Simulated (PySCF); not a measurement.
## Excitation energies in several basis sets

Species: C2H10BNSi.
Z-matrix (Å and degrees, PBE0-D3(BJ)/def2-SVP geometry), rows numbered from 1:
```
C 
B   1  1.5666
C   2  1.5644  1  120.80
Si  2  2.0299  1  119.34  3  -178.34
N   4  1.7464  2  110.81  1  -166.44
H   1  1.1101  2  104.02  3   -92.73
H   1  1.1020  2  114.41  3    22.74
H   1  1.1008  2  115.62  3   151.95
H   3  1.1018  2  114.91  1    23.89
H   3  1.0998  2  115.74  1   154.90
H   3  1.1113  2  102.88  1   -90.94
H   4  1.5031  2  109.46  1    75.98
H   4  1.5120  2  109.88  1   -38.31
H   5  1.0150  4  117.28  2    52.92
H   5  1.0149  4  118.71  2  -172.02
```

TDDFT with PBE0 (PySCF), vertical singlets, core orbitals frozen in the response, spherical d and f functions. The structure is a single PBE0-D3(BJ)/def2-SVP conformer in the gas phase; no vibrational or solvent corrections.

How do the low singlets change with the basis? Take 6-31G*, 6-31+G*, def2-SVP, def2-SVPD, aug-cc-pVDZ, def2-TZVP and def2-TZVPD.

```
      basis  functions  diffuse  S1 (eV)  S2 (eV)  S3 (eV)  S4 (eV)  S5 (eV)  LUMO (eV)  α (au)
     6-31G*         94       no     4.52     5.11     6.07     6.52     7.22      -0.86    63.6
    6-31+G*        114      yes     4.51     5.11     5.73     6.04     6.26      -1.11    72.2
   def2-SVP        124       no     4.42     5.02     6.06     6.55     7.09      -1.06    67.2
  def2-SVPD        184      yes     4.45     5.08     6.03     6.08     6.59      -1.20    77.9
aug-cc-pVDZ        209      yes     4.46     5.06     5.64     6.01     6.17      -1.19    79.9
  def2-TZVP        221       no     4.44     5.06     6.00     6.17     6.85      -1.17    74.9
 def2-TZVPD        281      yes     4.44     5.06     5.84     5.99     6.31      -1.22    79.3
```

States are compared by their number. Against the largest diffuse basis here (def2-TZVPD, itself not a converged limit), sets without diffuse functions differ by up to 0.08 eV in S1 and 0.91 eV in S5; the smaller diffuse sets differ by up to 0.07 and 0.28 eV. State by state, the largest deviation of a set without diffuse functions is S1 0.08, S2 0.06, S3 0.23, S4 0.56, S5 0.91 eV. The same number needn't mean the same state in each row. Against def2-TZVPD the polarisability deviates by -20% in 6-31G*, -9% in 6-31+G*, -15% in def2-SVP, -2% in def2-SVPD, +1% in aug-cc-pVDZ, -6% in def2-TZVP. A single + in a Pople set puts diffuse functions on heavy atoms only.
